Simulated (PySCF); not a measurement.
Broadened absorption spectrum of C4H2F3NO

Species: C₄H₂F₃NO.
SMILES with atom numbers: `[N:1]#[C:2]/[CH:3]=[C:4](\[F:5])[O:6][CH:7]([F:8])[F:9]` (hydrogens: H10 on C3; H11 on C7)

Theory: TDDFT wB97X-D/def2-SVPD, vertical, gas phase, core orbitals frozen in the response (PySCF). The structure is a single PBE0-D3(BJ)/def2-SVP conformer in the gas phase; no vibrational or solvent corrections. Torsions of this conformer, `[N:1]#[C:2]/[CH:3]=[C:4](\[F:5])[O:6][CH:7]([F:8])[F:9]`: C3–C4–O6–C7 -154°, C4–O6–C7–F8 -170°.

Broadening: Gaussians 0.25 eV wide at half height, area fixed by f = 4.319×10⁻⁹ ∫ε dν̃. The width is an assumption, not a result. The curve ends short of the highest state used, and states not computed would add to its high-energy end.

(E (eV), ε (L mol⁻¹ cm⁻¹)): (5.90, 98), (5.96, 619), (6.03, 3571), (6.09, 11343), (6.15, 26177), (6.21, 43895), (6.28, 53581), (6.34, 44979), (6.40, 27449), (6.46, 12203), (6.53, 3222), (6.59, 785), (6.65, 182), (6.72, 46), (6.78, 20), (6.84, 12), (6.90, 9), (6.97, 6), (7.03, 3), (7.09, 1), (7.15, 1), (7.22, 6), (7.28, 27), (7.34, 97), (7.40, 250), (7.47, 506), (7.53, 655), (7.59, 615), (7.65, 420), (7.72, 183), (7.78, 90), (7.84, 204), (7.90, 903), (7.97, 3751), (8.03, 9070), (8.09, 16074), (8.15, 20949), (8.22, 19474), (8.28, 13272), (8.34, 6773), (8.40, 2606), (8.47, 612), (8.53, 155), (8.59, 73)

(1) Where are the band maxima, and which computed states make them?

(2) On this curve, what absorbance would a 10⁻⁵ mol/L sample give at 193 nm over a 1 cm path?

Results:

(1) 198 nm (6.28 eV), ε about 54000, made up of S1 (100%); 164 nm (7.55 eV), ε about 660, made up of S4 (100%); 152 nm (8.17 eV), ε about 21000, made up of S5 (87%) and S6 (13%) (ε in L mol⁻¹ cm⁻¹; maxima over ε = 5, shares over 10%). The states used: S1 6.28 eV (f 0.497); S2 6.57 eV (f 0.0008); S3 6.87 eV (f 0.0001); S4 7.55 eV (f 0.0062); S5 8.16 eV (f 0.173); S6 8.24 eV (f 0.031); S7 8.65 eV (f 0.0005); S8 8.87 eV (f 0.0020); S9 9.17 eV (f 0.0067); S10 9.19 eV (f 0.0057).

(2) 193 nm is 6.424 eV, where ε is about 21000 L mol⁻¹ cm⁻¹, so A = ε c l ≈ 0.21 (Beer–Lambert, with the gas-phase spectrum and the assumed width).

The vertical ionisation energy (ΔSCF) is 10.26 eV, 1.07 eV above S10.
